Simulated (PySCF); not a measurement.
**Broadened absorption spectrum of C4H10O2S**

Species: C4H10O2S.
Numbering: `[CH3:1][CH2:2][S@@:3](=[O:4])[CH2:5][O:6][CH3:7]` (hydrogens: H8, H9, H10 on C1; H11, H12 on C2; H13, H14 on C5; H15, H16, H17 on C7)

Geometry (GFN2-xTB, Å), atoms numbered from 1 in this order:
```xyz
17
C4H10O2S angstrom
C     -1.629    1.034    0.075
C     -1.785   -0.342   -0.530
S     -0.221   -0.913   -1.361
O      0.401    0.291   -1.923
C      0.745   -1.354    0.211
O      0.972   -0.305    1.080
C      2.051    0.539    0.716
H     -2.601    1.459    0.314
H     -1.131    1.683   -0.644
H     -1.029    0.991    0.980
H     -2.527   -0.335   -1.330
H     -2.049   -1.105    0.198
H      1.677   -1.809   -0.146
H      0.136   -2.098    0.724
H      1.874    1.024   -0.244
H      2.984   -0.033    0.667
H      2.124    1.288    1.501
```

Theory: TDDFT wB97X-D/def2-SVPD, vertical, gas phase, core orbitals frozen in the response (PySCF 2.14.0, density-fitted response routines).

Computed states:

| state | E (eV) | f |
| --- | --- | --- |
| S1 | 5.66 | 0.011 |
| S2 | 6.07 | 0.063 |
| S3 | 6.53 | 0.080 |
| S4 | 6.59 | 0.0028 |
| S5 | 6.87 | 0.027 |
| S6 | 7.21 | 0.015 |
| S7 | 7.29 | 0.012 |
| S8 | 7.46 | 0.020 |

Each state is given a Gaussian of 0.5 eV full width at half maximum, with ε(max) = 2.175×10⁸ f / Δν̃ (Δν̃ the width in cm⁻¹). The width is an assumption, not a result. The curve ends short of the highest state used, and states not computed would add to its high-energy end.

Problem. Give the broadened spectrum and its maxima.

Solution. 
```csv
E (eV),ε (L mol⁻¹ cm⁻¹)
4.91,1
4.96,3
5.00,5
5.05,10
5.09,17
5.14,30
5.18,48
5.23,79
5.27,115
5.32,175
5.36,236
5.41,331
5.45,421
5.50,551
5.55,703
5.59,843
5.64,1049
5.68,1244
5.73,1533
5.77,1804
5.82,2188
5.86,2520
5.91,2940
5.95,3256
6.00,3594
6.04,3804
6.09,3983
6.14,4089
6.18,4146
6.23,4222
6.27,4313
6.32,4481
6.36,4653
6.41,4888
6.45,5057
6.50,5195
6.54,5219
6.59,5118
6.63,4935
6.68,4603
6.72,4282
6.77,3854
6.82,3438
6.86,3139
```

Maxima: 190 nm (6.53 eV), ε about 5200, made up of S3 (83%) (ε in L mol⁻¹ cm⁻¹; maxima over ε = 5, shares over 10%).

Problem. Coming from long wavelengths, where does ε first pass 100 L mol⁻¹ cm⁻¹?

Solution. At about 236 nm (5.26 eV), 0.41 eV below S1.

Problem. What would ε be at 6.53 eV, the highest of these maxima, with half the width (0.25 eV)?

Solution. About 8930 L mol⁻¹ cm⁻¹ against 5220, a factor of about 1.7; a lone state at its own centre would give exactly 2.

Problem. Does any computed singlet lie in the visible range?

Solution. No computed singlet lies in the visible range (380 to 750 nm); the lowest, at 219 nm, stands 2.40 eV above its violet end (3.26 eV).

One conformer stands for the species.
